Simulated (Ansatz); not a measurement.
Relaxation of BF3H2O (7 atoms, charge 0, multiplicity 1), to a largest force component of 0.03 eV/Å in at most 50 steps.

Theory: RKS BHLYP/def2-SVP in Ansatz.

```xyz
7
Properties=species:S:1:pos:R:3
B 0.035 -0.457 -0.424
F -0.114 0.041 2.042
F 1.123 0.255 -0.510
F -1.101 0.032 -0.861
O 0.120 -1.746 0.041
H -0.720 -2.200 0.008
H 0.299 -0.779 2.019
```

Problem. Where does it end, and by what steps?

Solution. It converged. After 11 steps the energy has fallen by 0.029 eV; F2 moved furthest, 0.31 Å.

| step | energy less start (eV) | largest force component (eV/Å) | accepted |
| --- | --- | --- | --- |
| 0 | 0.0000 | 1.105 | yes |
| 1 | -0.0151 | 0.465 | yes |
| 2 | -0.0172 | 0.508 | yes |
| 3 | -0.0212 | 0.390 | yes |
| 4 | -0.0233 | 0.329 | yes |
| 5 | -0.0270 | 0.077 | yes |
| 6 | -0.0270 | 0.081 | yes |
| 7 | -0.0238 | 0.476 | no |
| 8 | -0.0285 | 0.057 | yes |
| 9 | -0.0286 | 0.171 | yes |
| 10 | -0.0289 | 0.093 | yes |
| 11 | -0.0292 | 0.012 | yes |

```xyz
7
Properties=species:S:1:pos:R:3
B 0.025 -0.445 -0.497
F -0.018 -0.076 2.311
F 1.090 0.305 -0.549
F -1.069 -0.059 -1.108
O 0.078 -1.620 0.161
H -0.734 -2.122 0.114
H 0.270 -0.837 1.883
```

Whether the end is a true minimum wasn't checked by a vibrational analysis.

The run took 36 s on 1 thread of Arm Neoverse V1 (shared host), peak memory 0.15 GiB.
